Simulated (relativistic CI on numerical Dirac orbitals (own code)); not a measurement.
One change at a time: Au XX

Base calculation: Dirac-Coulomb-Breit CI, orbitals from a KLI potential per configuration, a model potential for QED, unscaled Slater integrals.

Configuration list (outside the closed core [Kr]): 4d10.4f12.5s2, 4d10.4f14, 4d10.4f13.5s, 4d10.4f12.5s.5p, 4d10.4f12.5s.5d, 4d10.4f11.5s2.5p, 4d10.4f11.5s.5p2, 4d10.4f13.5d, 4d10.4f12.5s.5f, 4d9.4f13.5s2, 4d10.4f12.5p.5d, 4d10.4f11.5s2.5d, 4d10.4f12.5s.5g, 4d10.4f13.6s, 4d10.4f12.5p.6s, 4d10.4f12.5s.6s, 4d10.4f13.5g, 4d10.4f11.5s2.6s, 4d10.4f12.5s.6p, 4d10.4f10.5s2.5p.6s, 4d10.4f11.5s2.6d, 4d10.4f12.5s.7s, 4d10.4f12.5s.8s, 4d10.4f12.5p2, 4d10.4f11.5p3, 4d9.4f13.5p2, 4d10.4f13.5p, 4d9.4f14.5p, 4d10.4f13.5f, 4d9.4f14.5f, 4d10.4f12.6s2, 4d10.4f11.5p.6s2, 4d9.4f13.6s2. Double excitations out of closed p, d and f shells are left out; levels of such configurations are missing from the list, as are those of other unlisted configurations, and high levels can miss mixing partners. Some configurations lack a partner that the ground configuration has and come out too high, among them 4d10.4f11.5s2.5d, 4d10.4f11.5s2.6s, 4d10.4f11.5s2.6d.

Variants: (1) only the first 3 configurations. Shifts of the energy above 4d10.4f14 1S_0, in cm⁻¹, for the lowest level and the first level of each name with at least 55 % of one term (blank where a level changes its place among those of its configuration and J or its character, or is not in the variant):

| Level | Base | Δ(1) |
| --- | --- | --- |
| 4d10.4f14 1S_0 | 0 | 0 |
| 4d10.4f13.5s 3F°_4 | 123065 | +2426 |
| 4d10.4f13.5s 3F°_3 | 128209 | +2555 |
| 4d10.4f13.5s 3F°_2 | 153820 | +2572 |
| 4d10.4f13.5s 1F°_3 | 159384 | +2389 |
| 4d10.4f12.5s2 3H_6 | 290743 | +8635 |
| 4d10.4f12.5s2 3F_4 | 301690 | +8743 |
| 4d10.4f12.5s2 3H_5 | 319490 | +8595 |
| 4d10.4f12.5s2 3F_3 | 333048 | +8853 |
| 4d10.4f12.5s2 1I_6 | 372608 | +9409 |
| 4d10.4f12.5s2 3P_0 | 374063 | +9932 |
| 4d10.4f12.5s2 3P_1 | 381573 | +9893 |
| 4d10.4f12.5s2 1S_0 | 468222 | +10139 |
| 4d10.4f13.5p 3D_3 | 471984 |  |

At this charge transitions that keep the count of f electrons are usually good to a few per cent. Terms inside the open d or f shell come out 10 to 20 % too wide with unscaled integrals. Levels that differ in their count of f electrons can be misplaced by several ten thousand cm⁻¹, since the correlation energy of f electrons is missing or only estimated; rates across such gaps can be off by orders of magnitude. The computed lowest level isn't the tabulated ground level, which NIST ASD gives as 4f12 5s2 3H6; for such ions that label comes from theory and may be the wrong one.

Ionisation energy from one configuration of each of the two ions, the ground ones as tabulated or assumed: base 509.608 eV. The NIST ASD value (theoretical) is 520 ± 30 eV.

LS names give the leading component of a level, which can be under half, so a name can repeat, a term be missing and a line seem to break the LS rules.
